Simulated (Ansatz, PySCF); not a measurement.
Complex: HF (SMILES F) (first 2 atoms) with H2 (SMILES [H][H]); geometry from B3LYP-D3(BJ)/def2-TZVP, rigid monomers moved along the line of their centres of mass till H2···H3 is 1.78 Å.
(charge 0, multiplicity 1):
```xyz
4

F      0.069     0.092    -0.127
H      0.109     0.082     0.799
H      0.559     0.082     2.520
H     -0.186     0.044     2.553
```

Counterpoise-corrected where a basis set is named; no monomer relaxation.

Correlated levels freeze the cores. CBS: X⁻³ extrapolation of the correlation energy, Hartree–Fock from the larger set.

Run with Ansatz (a first-principles code); PySCF for the dispersion terms. Each number belongs to the level named beside it.

PBE/def2-TZVPPD gives -1.33 kcal/mol for the interaction energy.

Problem. How do the other levels lie against it? Give each less PBE: PBE-D3(BJ)/def2-TZVPPD, r2SCAN/def2-TZVPPD, PBE0/def2-TZVPPD, wB97M-V/def2-TZVPPD, MP2/CBS(aug-cc-pVTZ, aug-cc-pVQZ), CCSD(T)/CBS(aug-cc-pVTZ, aug-cc-pVQZ).

Solution. PBE-D3(BJ)/def2-TZVPPD -0.22; r2SCAN/def2-TZVPPD 0.48; PBE0/def2-TZVPPD 0.20; wB97M-V/def2-TZVPPD 0.54; MP2/CBS(aug-cc-pVTZ, aug-cc-pVQZ) 0.60; CCSD(T)/CBS(aug-cc-pVTZ, aug-cc-pVQZ) 0.55 kcal/mol. 5 of 6 lie above PBE; the widest gap is to MP2/CBS(aug-cc-pVTZ, aug-cc-pVQZ).
